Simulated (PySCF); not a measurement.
Ga(OH)2(OMe) (CH5GaO3), SMILES C[O][Ga]([OH])[OH].

Geometry: PBE0-D3(BJ)/def2-SVP. The structure was generated by enumeration; whether it is a known compound was not checked. Other conformers were not sampled.

Computed with PBE0-D3(BJ)/def2-SVP (PySCF).

Frequencies are harmonic and unscaled.

| mode | ν (cm⁻¹) | IR (km/mol) | Raman (Å⁴/amu) | depolarisation | moving atoms (share of kinetic energy) |
|---|---|---|---|---|---|
| 1 | 33 | 0.2 | 0.1 | 0.75 | H 91 %, O 9 % |
| 2 | 92 | 5.2 | 0.1 | 0.75 | O 50 %, H 26 %, C 20 % |
| 3 | 105 | 5.6 | 1.0 | 0.73 | O 40 %, C 29 %, H 20 %, Ga 11 % |
| 4 | 176 | 24.2 | 1.0 | 0.75 | O 72 %, H 14 %, Ga 13 % |
| 5 | 199 | 30.7 | 0.0 | – | O 54 %, Ga 40 % |
| 6 | 272 | 14.7 | 1.2 | 0.29 | O 47 %, C 23 %, H 15 %, Ga 15 % |
| 7 | 320 | 222.4 | 0.5 | 0.75 | H 91 %, O 9 % |
| 8 | 340 | 7.2 | 0.9 | 0.75 | H 90 %, O 10 % |
| 9 | 622 | 14.1 | 16.6 | 0.09 | O 75 %, C 12 % |
| 10 | 715 | 81.0 | 4.9 | 0.17 | O 75 %, Ga 20 % |
| 11 | 752 | 127.8 | 1.8 | 0.74 | O 74 %, Ga 25 % |
| 12 | 821 | 52.7 | 1.1 | 0.75 | H 92 % |
| 13 | 846 | 144.8 | 2.6 | 0.74 | H 88 %, O 8 % |
| 14 | 1160 | 175.8 | 3.2 | 0.74 | O 39 %, C 37 %, H 23 % |
| 15 | 1179 | 0.0 | 1.0 | 0.75 | H 77 %, C 19 % |
| 16 | 1212 | 56.7 | 1.6 | 0.24 | H 54 %, C 23 %, O 22 % |
| 17 | 1472 | 1.5 | 18.1 | 0.75 | H 96 % |
| 18 | 1477 | 11.1 | 11.2 | 0.63 | H 90 %, C 9 % |
| 19 | 1481 | 11.0 | 18.9 | 0.75 | H 95 % |
| 20 | 3009 | 85.6 | 156.2 | 0.01 | H 97 % |
| 21 | 3097 | 37.5 | 116.1 | 0.74 | H 90 %, C 10 % |
| 22 | 3098 | 32.7 | 81.6 | 0.65 | H 90 %, C 10 % |
| 23 | 3910 | 90.2 | 87.0 | 0.32 | H 94 % |
| 24 | 3915 | 74.3 | 120.0 | 0.22 | H 94 % |
